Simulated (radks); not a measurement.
Fractional charge and spin in the 3s shell of silicon: the spin-up occupation runs from 0 to 1 and the spin-down occupation from 0 to 1; the fullest corner is Si2+, [Ne] 3s(up 1, down 1). Calculated with a radial shooting solver on a logarithmic mesh with Libxc functionals: non-relativistic Kohn-Sham, r2SCAN, spin-polarised, spherical densities, point nucleus; meta-GGA in the generalised Kohn-Sham scheme. Energy (eV) above the fullest corner. The planes named below are the two flat planes that join the four corners, with an edge along up + down = one added electron.

down \ up,0,0.5,1
0,77.877,54.373,32.867
0.5,54.373,33.928,15.459
1,32.867,15.459,0.000

Corners above the fullest one (they belong to Si3+ and the next ion): (up 1, down 0) 32.867 eV, (up 0, down 1) 32.867 eV, (up 0, down 0) 77.877 eV. With half an added electron in each spin the energy lies 1.060 eV from the planes (fractional-spin error, the static-correlation error of a stretched bond), and with half an added electron in spin up alone -1.000 eV (fractional-charge error). For a frontier s shell over closed shells the exact functional lies on the planes.
